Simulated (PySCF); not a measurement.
H6OSi2Te, singlet, geometry from GFN2-xTB (all electrons, no relativity), with bond 3-2 at 1.8 times its length; CASSCF(4,6)/STO-3G (PySCF).

Input for PySCF:
```python
from pyscf import gto, scf, mcscf
import numpy

mol = gto.M(
    atom='''
Te   -0.502557   -0.248650    0.685321
Si   -0.731405    2.050624   -0.260782
H    -3.127264    2.847772    0.485274
H    -0.650327    2.018241   -1.721657
H     0.275515    2.981664    0.252738
O     1.273191   -0.409367   -0.244699
Si    1.661828   -1.144562   -1.624493
H     1.391310   -2.579840   -1.546969
H     3.076966   -0.809737   -1.684072
H     0.890462   -0.583934   -2.738961
''',
    basis='sto-3g',
    charge=0,
    spin=0,
    verbose=4,
)

mf = scf.RHF(mol)
mf.kernel()
mc = mcscf.CASSCF(mf, 6, 4)
mc.fix_spin_(ss=0.0)
mc.kernel()
occ = numpy.linalg.eigvalsh(mc.fcisolver.make_rdm1(mc.ci, mc.ncas, mc.nelecas))[::-1]
ss = mc.fcisolver.spin_square(mc.ci, mc.ncas, mc.nelecas)[0]
print('natural occupations', occ.round(4), ' <S^2>', round(ss, 4))
```

Task: What does PySCF print? Leave out banner, timings and long lists.

Result: 
```
PySCF version 2.14.0

[INPUT] verbose = 4
[INPUT] num. atoms = 10
[INPUT] num. electrons = 94
[INPUT] charge = 0
[INPUT] spin (= nelec alpha-beta = 2S) = 0
[INPUT] symmetry False subgroup None
[INPUT] Mole.unit = angstrom
[INPUT] Symbol           X                Y                Z      unit          X                Y                Z       unit  Magmom
[INPUT]  1 Te    -0.502557000000  -0.248650000000   0.685321000000 AA   -0.949695091983  -0.469880400873   1.295068997413 Bohr   0.0
[INPUT]  2 Si    -0.731405000000   2.050624000000  -0.260782000000 AA   -1.382155136138   3.875117744460  -0.492806558216 Bohr   0.0
[INPUT]  3 H     -3.127264000000   2.847772000000   0.485274000000 AA   -5.909672479212   5.381509145205   0.917034955372 Bohr   0.0
[INPUT]  4 H     -0.650327000000   2.018241000000  -1.721657000000 AA   -1.228939921410   3.813922743368  -3.253460210440 Bohr   0.0
[INPUT]  5 H      0.275515000000   2.981664000000   0.252738000000 AA    0.520647893210   5.634528355475   0.477605601270 Bohr   0.0
[INPUT]  6 O      1.273191000000  -0.409367000000  -0.244699000000 AA    2.405982294261  -0.773591514435  -0.462414092955 Bohr   0.0
[INPUT]  7 Si     1.661828000000  -1.144562000000  -1.624493000000 AA    3.140399786134  -2.162908712584  -3.069846861273 Bohr   0.0
[INPUT]  8 H      1.391310000000  -2.579840000000  -1.546969000000 AA    2.629194854369  -4.875191045198  -2.923347733192 Bohr   0.0
[INPUT]  9 H      3.076966000000  -0.809737000000  -1.684072000000 AA    5.814623034598  -1.530181162927  -3.182434854049 Bohr   0.0
[INPUT] 10 H      0.890462000000  -0.583934000000  -2.738961000000 AA    1.682729304332  -1.103475334822  -5.175886155865 Bohr   0.0

nuclear repulsion = 553.26758542134
number of shells = 30
number of NR pGTOs = 168
number of NR cGTOs = 56
basis = sto-3g
ecp = {}

******** <class 'pyscf.scf.hf.RHF'> ********
method = RHF
initial guess = minao
damping factor = 0
level_shift factor = 0
DIIS = <class 'pyscf.scf.diis.CDIIS'>
diis_start_cycle = 1
diis_space = 8
diis_damp = 0
SCF conv_tol = 1e-09
SCF conv_tol_grad = None
SCF max_cycles = 50
direct_scf = True
direct_scf_tol = 1e-13
Set gradient conv threshold to 3.16228e-05
Initial guess from minao.
init E= -7174.66548135076
  HOMO = -0.35820448903526  LUMO = -0.311498211393055  gap/eV = 1.27094
cycle= 1 E= -7194.78789053167  delta_E= -20.1  |g|= 1.02  |ddm|= 3.83
  HOMO = 0.0849753320736678  LUMO = 0.113990108000411  gap/eV = 0.78953
cycle= 2 E= -7193.26154089399  delta_E= 1.53  |g|= 1.88  |ddm|= 4.41
  HOMO = -0.134645394565523  LUMO = 0.0440482079159836  gap/eV = 4.86250
cycle= 3 E= -7195.39296484413  delta_E= -2.13  |g|= 0.299  |ddm|= 3.59
  HOMO = -0.179107765932613  LUMO = 0.145077414989969  gap/eV = 8.82153
cycle= 4 E= -7195.43388375651  delta_E= -0.0409  |g|= 0.132  |ddm|= 0.554
  HOMO = -0.220295784612698  LUMO = 0.126003110686548  gap/eV = 9.42327
cycle= 5 E= -7195.44352626421  delta_E= -0.00964  |g|= 0.0568  |ddm|= 0.276
  HOMO = -0.21928336658186  LUMO = 0.126785582935564  gap/eV = 9.41702
cycle= 6 E= -7195.4449887214  delta_E= -0.00146  |g|= 0.0279  |ddm|= 0.0965
  HOMO = -0.216822195755041  LUMO = 0.131579338146412  gap/eV = 9.48049
cycle= 7 E= -7195.44558993017  delta_E= -0.000601  |g|= 0.00376  |ddm|= 0.084
  HOMO = -0.21737458938363  LUMO = 0.132558170778029  gap/eV = 9.52216
cycle= 8 E= -7195.44560655854  delta_E= -1.66e-05  |g|= 0.00129  |ddm|= 0.0154
  HOMO = -0.217285610073351  LUMO = 0.132815399135443  gap/eV = 9.52673
cycle= 9 E= -7195.44560833441  delta_E= -1.78e-06  |g|= 0.000359  |ddm|= 0.00521
  HOMO = -0.217264534062233  LUMO = 0.132790611277401  gap/eV = 9.52549
cycle= 10 E= -7195.44560853482  delta_E= -2e-07  |g|= 0.000129  |ddm|= 0.00177
  HOMO = -0.217269840872209  LUMO = 0.132782048131403  gap/eV = 9.52540
cycle= 11 E= -7195.44560856102  delta_E= -2.62e-08  |g|= 2.64e-05  |ddm|= 0.000758
  HOMO = -0.217272130079496  LUMO = 0.13278043475575  gap/eV = 9.52542
cycle= 12 E= -7195.44560856212  delta_E= -1.09e-09  |g|= 7.29e-06  |ddm|= 0.000152
  HOMO = -0.21727217882038  LUMO = 0.132781548308689  gap/eV = 9.52545
cycle= 13 E= -7195.44560856221  delta_E= -9.73e-11  |g|= 1.83e-06  |ddm|= 3.68e-05
  HOMO = -0.217272398575646  LUMO = 0.132781174131693  gap/eV = 9.52544
Extra cycle  E= -7195.44560856223  delta_E= -1.09e-11  |g|= 1.09e-06  |ddm|= 5.46e-06
converged SCF energy = -7195.44560856223

******** <class 'pyscf.mcscf.mc1step.CASSCF'> ********
CAS (2e+2e, 6o), ncore = 45, nvir = 5
max_cycle_macro = 50
max_cycle_micro = 4
conv_tol = 1e-07
conv_tol_grad = None
orbital rotation max_stepsize = 0.02
orbital rotation threshold for CI restart = 0.01
augmented hessian ah_max_cycle = 30
augmented hessian ah_conv_tol = 1e-12
augmented hessian ah_linear dependence = 1e-14
augmented hessian ah_level shift = 1e-08
augmented hessian ah_start_tol = 2.5
augmented hessian ah_start_cycle = 3
augmented hessian ah_grad_trust_region = 3
kf_trust_region = 3
kf_interval = 4
ci_response_space = 4
ci_grad_trust_region = 3
with_dep4 0
natorb = False
canonicalization = True
sorting_mo_energy = False
ao2mo_level = 2
internal_rotation = False
******** <class 'pyscf.fci.addons.SpinPenaltyFCISolver'> ********
max. cycles = 50
conv_tol = 1e-08
davidson only = True
linear dependence = 1e-12
level shift = 0.001
max iter space = 12
nroots = 1
pspace_size = 400
spin = None
CASCI E = -7195.53445377961  S^2 = 0.0000000
Set conv_tol_grad to 0.000316228
macro iter   1 ( 21 JK    4 micro), CASSCF E = -7195.54845330315  dE = -1.39995235e-02  S^2 = 0.0000000
               |grad[o]|=0.0639  |grad[c]|=0.0815  |ddm|=0.079  |maxRot[o]|=0.203
macro iter   2 ( 21 JK    4 micro), CASSCF E = -7195.55921051397  dE = -1.07572108e-02  S^2 = 0.0000000
               |grad[o]|=0.0368  |grad[c]|=0.109  |ddm|=0.0799  |maxRot[o]|=0.146
macro iter   3 ( 21 JK    4 micro), CASSCF E = -7195.56935107812  dE = -1.01405641e-02  S^2 = 0.0000000
               |grad[o]|=0.0302  |grad[c]|=0.0255  |ddm|=0.00827  |maxRot[o]|=0.162
macro iter   4 ( 20 JK    4 micro), CASSCF E = -7195.57379144998  dE = -4.44037186e-03  S^2 = 0.0000000
               |grad[o]|=0.0169  |grad[c]|=0.00681  |ddm|=0.00922  |maxRot[o]|=0.124
macro iter   5 ( 17 JK    4 micro), CASSCF E = -7195.57462534310  dE = -8.33893123e-04  S^2 = 0.0000000
               |grad[o]|=0.0067  |grad[c]|=0.0111  |ddm|=0.00844  |maxRot[o]|=0.111
macro iter   6 ( 21 JK    4 micro), CASSCF E = -7195.57486457814  dE = -2.39235038e-04  S^2 = 0.0000000
               |grad[o]|=0.00335  |grad[c]|=0.00216  |ddm|=0.0018  |maxRot[o]|= 0.28
macro iter   7 ( 21 JK    4 micro), CASSCF E = -7195.57491192157  dE = -4.73434338e-05  S^2 = 0.0000000
               |grad[o]|=0.000988  |grad[c]|=0.00117  |ddm|=0.000339  |maxRot[o]|=0.314
macro iter   8 ( 21 JK    4 micro), CASSCF E = -7195.57498073153  dE = -6.88099572e-05  S^2 = 0.0000000
               |grad[o]|=0.000769  |grad[c]|=0.00111  |ddm|=0.000367  |maxRot[o]|=0.314
macro iter   9 ( 21 JK    4 micro), CASSCF E = -7195.57503514423  dE = -5.44127079e-05  S^2 = 0.0000000
               |grad[o]|=0.000583  |grad[c]|=0.000569  |ddm|=0.000301  |maxRot[o]|=0.314
macro iter  10 ( 11 JK    2 micro), CASSCF E = -7195.57504191559  dE = -6.77135358e-06  S^2 = 0.0000000
               |grad[o]|=0.000291  |grad[c]|=0.000249  |ddm|=0.000198  |maxRot[o]|=0.106
macro iter  11 (  6 JK    1 micro), CASSCF E = -7195.57504203706  dE = -1.21467565e-07  S^2 = 0.0000000
               |grad[o]|=0.00012  |grad[c]|=0.000113  |ddm|=8.41e-05  |maxRot[o]|=0.0165
macro iter  12 (  6 JK    1 micro), CASSCF E = -7195.57504212571  dE = -8.86584530e-08  S^2 = 0.0000000
               |grad[o]|=6.23e-05  |grad[c]|=8.32e-05  |ddm|=5.47e-05  |maxRot[o]|=0.0156
macro iter  13 (  7 JK    1 micro), CASSCF E = -7195.57504217171  dE = -4.59922376e-08  S^2 = 0.0000000
               |grad[o]|=5.45e-05  |grad[c]|=4.44e-05  |ddm|=2.94e-05  |maxRot[o]|=0.00826
1-step CASSCF converged in  13 macro (214 JK  41 micro) steps
CASSCF canonicalization
Density matrix diagonal elements [1.78593604e+00 1.71121868e+00 4.33589417e-01 4.77692831e-02
 2.12278920e-02 2.58684087e-04]
CASSCF energy = -7195.57504217171
CASCI E = -7195.57504217171  E(CI) = -2.93692893222124  S^2 = 0.0000000
natural occupations [1.9355e+00 1.5644e+00 4.3550e-01 6.4300e-02 2.0000e-04 1.0000e-04]  <S^2> 0.0
```
